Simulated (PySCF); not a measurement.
Co²⁺: excitation energy

Co²⁺ [Ar] 3d7 (4F) → Co²⁺ [Ar] 3d6 4p1 (high-spin determinant), as a difference of total energies. All numbers are calculated (PySCF 2.14, scalar relativity by spin-free X2C-1e, in x2c-TZVPPall with one added diffuse shell each of s, p, d, f type (7s6p5d3f1g, 80 functions)). Correlated levels: valence and next inner shell: [Ne] frozen. The calculations carry no spin-orbit coupling.

```csv
method,excitation energy (eV)
UHF,10.648
MP2 (valence and next inner shell),12.326
SCS-MP2 (valence and next inner shell),12.413
CCSD (valence and next inner shell),11.933
CCSD(T) (valence and next inner shell),11.949
```

Task: How much does correlation contribute at CCSD(T) (valence and next inner shell)?

Result: 11.949 − (10.648) = 1.301 eV, measured against UHF.

The determinant of the upper state mixes LS terms, which raises its energy above the lowest term, most at the Hartree-Fock and MP2 levels.
